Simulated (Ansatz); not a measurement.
# Nudged elastic band run: BH$_{6}$NOSi

The input (input.yaml):

```yaml
crystal:
  periodic: [false, false, false]
  atoms:
    - { symbol: "N", position_ang: [-1.410151, 1.625863, -0.353247] }
    - { symbol: B, position_ang: [-0.207753, 0.892511, -0.305428] }
    - { symbol: O, position_ang: [-0.216678, -0.395461, 0.20366] }
    - { symbol: Si, position_ang: [0.959798, -1.578052, 0.4241] }
    - { symbol: H, position_ang: [-1.464237, 2.576619, -0.716378] }
    - { symbol: H, position_ang: [-2.301638, 1.246865, -0.025731] }
    - { symbol: H, position_ang: [0.821921, 1.405406, -0.712587] }
    - { symbol: H, position_ang: [0.990016, -1.961779, 1.873015] }
    - { symbol: H, position_ang: [0.596995, -2.782855, -0.391527] }
    - { symbol: H, position_ang: [2.314727, -1.080317, 0.007023] }
magnetization:
  spin_polarized: true
basis:
  gaussian: { orbitals: def2-SVP }
hamiltonian:
  xc: blyp
neb:
  order_check: false
  images: 7
  f_tol: 0.05
  max_iterations: 60
  final_atoms:
    - { symbol: "N", position_ang: [-1.41231534, 1.62267345, -0.3606677] }
    - { symbol: B, position_ang: [-0.20297655, 0.90402529, -0.27370814] }
    - { symbol: O, position_ang: [-0.22542084, -0.41936247, 0.13280567] }
    - { symbol: Si, position_ang: [0.95709524, -1.58568215, 0.40067218] }
    - { symbol: H, position_ang: [-2.31999544, 1.21027744, -0.134812] }
    - { symbol: H, position_ang: [-1.4550277, 2.59701075, -0.65573816] }
    - { symbol: H, position_ang: [0.84478127, 1.45982098, -0.56008403] }
    - { symbol: H, position_ang: [1.00357296, -1.91294335, 1.86355908] }
    - { symbol: H, position_ang: [0.58497783, -2.821671, -0.36077491] }
    - { symbol: H, position_ang: [2.30830859, -1.10534893, -0.048352] }
  initial_path:
    images:
      - { positions_ang: [[-1.410151, 1.625863, -0.353247], [-0.207753, 0.892511, -0.305428], [-0.216678, -0.395461, 0.20366], [0.959798, -1.578052, 0.4241], [-1.464237, 2.576619, -0.716378], [-2.301638, 1.246865, -0.025731], [0.821921, 1.405406, -0.712587], [0.990016, -1.961779, 1.873015], [0.596995, -2.782855, -0.391527], [2.314727, -1.080317, 0.007023]] }
      - { positions_ang: [[-1.46837397, 1.43924678, -0.36074455], [-0.23350305, 0.90229323, -0.17157921], [-0.15871179, -0.3102971, 0.46124392], [0.93514121, -1.51791789, 0.41594131], [-1.48777588, 2.14346378, -0.89863509], [-1.93319673, 1.4533671, -0.14426584], [0.73923479, 1.50045032, -0.54903936], [1.04653253, -2.06583735, 1.74134115], [0.40864521, -2.56590623, -0.42622073], [2.23500768, -1.03006264, -0.0651416]] }
      - { positions_ang: [[-1.52659694, 1.25263055, -0.3682421], [-0.25925311, 0.91207546, -0.03773042], [-0.10074558, -0.2251332, 0.71882784], [0.91048442, -1.45778377, 0.40778262], [-1.51131475, 1.71030856, -1.08089218], [-1.56475546, 1.6598692, -0.26280068], [0.65654858, 1.59549464, -0.38549173], [1.10304906, -2.16989569, 1.60966729], [0.22029542, -2.34895747, -0.46091445], [2.15528836, -0.97980828, -0.13730619]] }
      - { positions_ang: [[-1.58481992, 1.06601433, -0.37573965], [-0.28500316, 0.92185768, 0.09611836], [-0.04277936, -0.1399693, 0.97641177], [0.88582763, -1.39764966, 0.39962393], [-1.53485363, 1.27715334, -1.26314928], [-1.19631419, 1.8663713, -0.38133552], [0.57386237, 1.69053897, -0.22194409], [1.15956559, -2.27395404, 1.47799344], [0.03194563, -2.1320087, -0.49560818], [2.07556904, -0.92955392, -0.20947079]] }
      - { positions_ang: [[-1.64304289, 0.87939811, -0.38323719], [-0.31075321, 0.93163991, 0.22996715], [0.01518685, -0.05480541, 1.23399569], [0.86117084, -1.33751554, 0.39146524], [-1.5583925, 0.84399812, -1.44540637], [-0.82787292, 2.0728734, -0.49987036], [0.49117615, 1.78558329, -0.05839645], [1.21608212, -2.37801238, 1.34631959], [-0.15640416, -1.91505994, -0.53030191], [1.99584972, -0.87929955, -0.28163538]] }
      - { positions_ang: [[-1.585361, 1.06521694, -0.37759482], [-0.28380905, 0.92473626, 0.10404833], [-0.04496507, -0.14594467, 0.95869818], [0.88515194, -1.3995572, 0.39376698], [-1.74879324, 0.93556795, -1.11775778], [-0.98466162, 2.20390773, -0.53883731], [0.57957743, 1.70414271, -0.18381835], [1.16295483, -2.26174513, 1.47562946], [0.02894133, -2.1417127, -0.48792016], [2.07396444, -0.9358119, -0.22331454]] }
      - { positions_ang: [[-1.52767912, 1.25103578, -0.37195244], [-0.25686488, 0.9178326, -0.02187049], [-0.105117, -0.23708394, 0.68340068], [0.90913304, -1.46159885, 0.39606871], [-1.93919397, 1.02713778, -0.79010918], [-1.14145031, 2.33494207, -0.57780426], [0.66797871, 1.62270213, -0.30924024], [1.10982754, -2.14547787, 1.60493933], [0.21428683, -2.36836547, -0.44553841], [2.15207916, -0.99232424, -0.16499369]] }
      - { positions_ang: [[-1.46999723, 1.43685461, -0.36631007], [-0.22992072, 0.91092894, -0.14778932], [-0.16526892, -0.32822321, 0.40810317], [0.93311414, -1.5236405, 0.39837045], [-2.12959471, 1.11870761, -0.46246059], [-1.29823901, 2.46597641, -0.61677121], [0.75637999, 1.54126156, -0.43466213], [1.05670025, -2.02921061, 1.73424921], [0.39963233, -2.59501823, -0.40315666], [2.23019387, -1.04883658, -0.10667284]] }
      - { positions_ang: [[-1.41231534, 1.62267345, -0.3606677], [-0.20297655, 0.90402529, -0.27370814], [-0.22542084, -0.41936247, 0.13280567], [0.95709524, -1.58568215, 0.40067218], [-2.31999544, 1.21027744, -0.134812], [-1.4550277, 2.59701075, -0.65573816], [0.84478127, 1.45982098, -0.56008403], [1.00357296, -1.91294335, 1.86355908], [0.58497783, -2.821671, -0.36077491], [2.30830859, -1.10534893, -0.048352]] }
```

Launched with:

```bash
$ ansatz run input.yaml --threads 2 --pin off --max-ram 3072MiB --backend cpu --events-out ev --progress --plain --runs-dir out
```

Output, in part (warnings, iteration lines, the closing report on the highest movable image, with atoms numbered from 0):

```
NEB end point (image 0): max|allowed force component| = 1.847e-2 eV/Å (the criterion of neb.relax_end_points is 1.000e-2)
NEB end point (image 8): max|allowed force component| = 1.367e-2 eV/Å (the criterion of neb.relax_end_points is 1.000e-2)
NEB iter   1: max|band force component| = 2.577e2 eV/Å  barrier→ = 45.4403 eV  barrier← = 45.4401 eV  Δτ_max = 0.2000 Å  (257 SCF iters)
NEB iter   2: max|band force component| = 9.413e1 eV/Å  barrier→ = 19.2503 eV  barrier← = 19.2501 eV  Δτ_max = 0.1970 Å  (239 SCF iters)
NEB iter   3: max|band force component| = 5.171e1 eV/Å  barrier→ = 9.6749 eV  barrier← = 9.6746 eV  Δτ_max = 0.1961 Å  (219 SCF iters)
NEB iter   4: max|band force component| = 2.051e1 eV/Å  barrier→ = 4.2909 eV  barrier← = 4.2906 eV  Δτ_max = 0.2000 Å  (228 SCF iters)
NEB iter   5: max|band force component| = 7.415e0 eV/Å  barrier→ = 1.8850 eV  barrier← = 1.8848 eV  Δτ_max = 0.2000 Å  (222 SCF iters)
NEB iter   6: max|band force component| = 2.600e0 eV/Å  barrier→ = 1.5148 eV  barrier← = 1.5145 eV  Δτ_max = 0.2000 Å  (222 SCF iters)
NEB iter   7: max|band force component| = 2.783e0 eV/Å  barrier→ = 1.1290 eV  barrier← = 1.1288 eV  Δτ_max = 0.1009 Å  (218 SCF iters)
NEB iter   8: max|band force component| = 2.195e0 eV/Å  barrier→ = 1.0039 eV  barrier← = 1.0036 eV  Δτ_max = 0.1005 Å  (205 SCF iters)
NEB iter   9: max|band force component| = 8.345e-1 eV/Å  barrier→ = 1.0297 eV  barrier← = 1.0295 eV  Δτ_max = 0.2000 Å  (205 SCF iters)
NEB iter  10: max|band force component| = 7.452e-1 eV/Å  barrier→ = 0.9447 eV  barrier← = 0.9445 eV  Δτ_max = 0.1974 Å  (202 SCF iters)
NEB iter  11: max|band force component| = 8.206e-1 eV/Å  barrier→ = 1.0180 eV  barrier← = 1.0177 eV  Δτ_max = 0.1004 Å  (223 SCF iters)
NEB iter  12: max|band force component| = 6.495e-1 eV/Å  barrier→ = 1.0460 eV  barrier← = 1.0457 eV  Δτ_max = 0.1009 Å  (203 SCF iters)
NEB iter  13: max|band force component| = 8.248e-1 eV/Å  barrier→ = 1.0447 eV  barrier← = 1.0444 eV  Δτ_max = 0.0499 Å  (203 SCF iters)
NEB iter  14: max|band force component| = 5.206e-1 eV/Å  barrier→ = 1.0415 eV  barrier← = 1.0413 eV  Δτ_max = 0.1002 Å  (202 SCF iters)
NEB iter  15: max|band force component| = 5.990e-1 eV/Å  barrier→ = 1.0564 eV  barrier← = 1.0562 eV  Δτ_max = 0.0501 Å  (203 SCF iters)
NEB iter  16: max|band force component| = 5.989e-1 eV/Å  barrier→ = 1.0507 eV  barrier← = 1.0504 eV  Δτ_max = 0.0502 Å  (199 SCF iters)
NEB iter  17: max|band force component| = 5.785e-1 eV/Å  barrier→ = 1.0376 eV  barrier← = 1.0373 eV  Δτ_max = 0.1004 Å  (200 SCF iters)
NEB iter  18: max|band force component| = 5.067e-1 eV/Å  barrier→ = 1.0009 eV  barrier← = 1.0006 eV  Δτ_max = 0.1002 Å  (203 SCF iters)
NEB iter  19: max|band force component| = 7.344e-1 eV/Å  barrier→ = 0.9796 eV  barrier← = 0.9793 eV  Δτ_max = 0.0502 Å  (200 SCF iters)
NEB iter  20: max|band force component| = 6.141e-1 eV/Å  barrier→ = 0.9664 eV  barrier← = 0.9662 eV  Δτ_max = 0.0501 Å  (198 SCF iters)
NEB iter  21: max|band force component| = 2.862e-1 eV/Å  barrier→ = 0.9474 eV  barrier← = 0.9471 eV  CI = image 3  Δτ_max = 0.1001 Å  (198 SCF iters)
NEB iter  22: max|band force component| = 1.661e-1 eV/Å  barrier→ = 0.9449 eV  barrier← = 0.9447 eV  CI = image 3  Δτ_max = 0.0999 Å  (197 SCF iters)
NEB iter  23: max|band force component| = 1.323e-1 eV/Å  barrier→ = 0.9432 eV  barrier← = 0.9430 eV  CI = image 3  Δτ_max = 0.0999 Å  (202 SCF iters)
NEB iter  24: max|band force component| = 1.182e-1 eV/Å  barrier→ = 0.9412 eV  barrier← = 0.9410 eV  CI = image 3  Δτ_max = 0.0765 Å  (203 SCF iters)
NEB iter  25: max|band force component| = 1.073e-1 eV/Å  barrier→ = 0.9394 eV  barrier← = 0.9391 eV  CI = image 3  Δτ_max = 0.0444 Å  (191 SCF iters)
NEB iter  26: max|band force component| = 9.990e-2 eV/Å  barrier→ = 0.9383 eV  barrier← = 0.9380 eV  CI = image 3  Δτ_max = 0.0546 Å  (193 SCF iters)
NEB iter  27: max|band force component| = 7.836e-2 eV/Å  barrier→ = 0.9367 eV  barrier← = 0.9364 eV  CI = image 3  Δτ_max = 0.0703 Å  (195 SCF iters)
NEB iter  28: max|band force component| = 5.271e-2 eV/Å  barrier→ = 0.9345 eV  barrier← = 0.9343 eV  CI = image 3  Δτ_max = 0.1000 Å  (200 SCF iters)
NEB iter  29: max|band force component| = 1.696e-1 eV/Å  barrier→ = 0.9315 eV  barrier← = 0.9312 eV  CI = image 3  Δτ_max = 0.0500 Å  (204 SCF iters)
NEB iter  30: max|band force component| = 1.450e-1 eV/Å  barrier→ = 0.9301 eV  barrier← = 0.9298 eV  CI = image 3  Δτ_max = 0.0500 Å  (200 SCF iters)
NEB iter  31: max|band force component| = 1.666e-1 eV/Å  barrier→ = 0.9296 eV  barrier← = 0.9293 eV  CI = image 3  Δτ_max = 0.0250 Å  (198 SCF iters)
NEB iter  32: max|band force component| = 9.931e-2 eV/Å  barrier→ = 0.9280 eV  barrier← = 0.9277 eV  CI = image 3  Δτ_max = 0.0500 Å  (192 SCF iters)
NEB iter  33: max|band force component| = 4.906e-2 eV/Å  barrier→ = 0.9268 eV  barrier← = 0.9266 eV  CI = image 3  Δτ_max = 0.0000 Å  (400 SCF iters)
Total energy: -12183.67522579 eV, -447.7418061559 hartree
Atom 0 at    -1.499002     1.484507    -0.713504 Å, force     0.007564    -0.004076     0.014432 eV/Å
Atom 1 at    -0.411409     0.803089     0.008045 Å, force    -0.034124    -0.000945    -0.027161 eV/Å
Atom 2 at    -0.115663    -0.487785    -0.329015 Å, force     0.048373     0.007464     0.026789 eV/Å
Atom 3 at     1.054895    -1.592187     0.217895 Å, force    -0.022350     0.001958    -0.011952 eV/Å
Atom 4 at    -1.144693     2.360554    -1.130648 Å, force    -0.001264     0.000824     0.005625 eV/Å
Atom 5 at    -2.206059     1.818815    -0.038422 Å, force     0.000487    -0.001144    -0.009375 eV/Å
Atom 6 at     0.253960     1.323090     0.903117 Å, force     0.002244    -0.002089     0.001460 eV/Å
Atom 7 at     1.733948    -1.089044     1.457734 Å, force     0.004704    -0.000428    -0.002179 eV/Å
Atom 8 at     0.357412    -2.884079     0.501957 Å, force    -0.002867     0.000006     0.002770 eV/Å
Atom 9 at     2.059613    -1.788160    -0.874258 Å, force    -0.002766    -0.001570    -0.000409 eV/Å
Dipole moment:     0.118976     0.150996     0.186154 e Å
```

The forces met the threshold. Beside the main top the profile has a ripple of under 15 meV (maxima at images 3, 6), which may be a very shallow well or noise. A vibrational analysis at the climbing image gives one clearly imaginary mode, 519i cm⁻¹: a first-order saddle point.

Final band:

```
image  path coordinate (Å)  energy (kcal/mol)
    0                 0.00                0.0
    1                 1.24                0.2
    2                 2.48                2.9
    3                 3.71               21.4
    4                 4.70                7.5
    5                 5.70                0.0
    6                 6.70                0.2
    7                 7.69                0.2
    8                 8.69                0.0
```

The run took 8 min on 2 threads of Intel(R) Xeon(R) Platinum 8375C CPU @ 2.90GHz (Ice Lake), with other jobs on the host, peak memory 0.18 GiB.
